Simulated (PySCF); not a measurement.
## Solvent effects on NMR parameters

Molfile (atoms numbered from 1):
```
CH6B2S
     RDKit          3D

 10  9  0  0  0  0  0  0  0  0999 V2000
   -1.5484   -0.4916    0.1883 B   0  0  0  0  0  0  0  0  0  0  0  0
   -0.7559   -0.0244   -1.1983 B   0  0  0  0  0  0  0  0  0  0  0  0
    0.9643    0.3593   -1.3219 S   0  0  0  0  0  0  0  0  0  0  0  0
    1.6326    0.1333    0.3553 C   0  0  0  0  0  0  0  0  0  0  0  0
   -1.6581   -1.6575    0.5023 H   0  0  0  0  0  0  0  0  0  0  0  0
   -2.0557    0.3128    0.9406 H   0  0  0  0  0  0  0  0  0  0  0  0
   -1.3291    0.0881   -2.2605 H   0  0  0  0  0  0  0  0  0  0  0  0
    1.5096   -0.9072    0.6860 H   0  0  0  0  0  0  0  0  0  0  0  0
    2.7041    0.3701    0.3223 H   0  0  0  0  0  0  0  0  0  0  0  0
    1.1409    0.8129    1.0647 H   0  0  0  0  0  0  0  0  0  0  0  0
  1  2  1  0
  2  3  1  0
  3  4  1  0
  1  5  1  0
  1  6  1  0
  2  7  1  0
  4  8  1  0
  4  9  1  0
  4 10  1  0
M  END
```

GIAO PBE0/pcSseg-1 in PySCF 2.14 on one PBE0-D3(BJ)/def2-SVP conformer, non-relativistic, equivalent nuclei averaged. Solvents enter as an IEF-PCM continuum (chloroform with ε = 4.7, tetrahydrofuran with ε = 7.4) around the gas-phase geometry. Shifts are referred to BF3·OEt2, CS2, TMS computed in the same medium.

Gas phase, δ in ppm: B1 109.8, B2 80.1, S3 107.8, C4 19.8, H5/H6 9.92, H7 8.13, H8/H9/H10 2.03. Dipole moment 1.57 D.

**Question.** How does each δ change in the continuum?

**Answer.** 
```json
{"atoms": "B1", "environment": "boron bonded to B, 2 H", "Δδ, chloroform": "-0.9", "Δδ, tetrahydrofuran": "-1.0"}
{"atoms": "B2", "environment": "boron bonded to B, S, H", "Δδ, chloroform": "+0.8", "Δδ, tetrahydrofuran": "+0.9"}
{"atoms": "S3", "environment": "sulfur bonded to C, B", "Δδ, chloroform": "-5.8", "Δδ, tetrahydrofuran": "-6.8"}
{"atoms": "C4", "environment": "methyl carbon bonded to S", "Δδ, chloroform": "+0.8", "Δδ, tetrahydrofuran": "+0.9"}
{"atoms": "H5/H6", "environment": "hydrogen on a boron bonded to B", "Δδ, chloroform": "-0.11", "Δδ, tetrahydrofuran": "-0.13"}
{"atoms": "H7", "environment": "hydrogen on a boron bonded to B, S", "Δδ, chloroform": "-0.05", "Δδ, tetrahydrofuran": "-0.05"}
{"atoms": "H8/H9/H10", "environment": "hydrogen on a methyl carbon bonded to S", "Δδ, chloroform": "+0.15", "Δδ, tetrahydrofuran": "+0.18"}
```

Changes are relative to the gas phase. The dipole moment becomes 1.94 D in chloroform, 2.00 D in tetrahydrofuran.

**Question.** Which of the listed nuclei move most (in ppm), and what does the model miss?

**Answer.** S3 (sulfur bonded to C, B, -6.8 ppm) in tetrahydrofuran. A continuum only polarises the solute; specific hydrogen bonds, the anisotropy of aromatic solvents and changes of geometry or conformer are outside it.
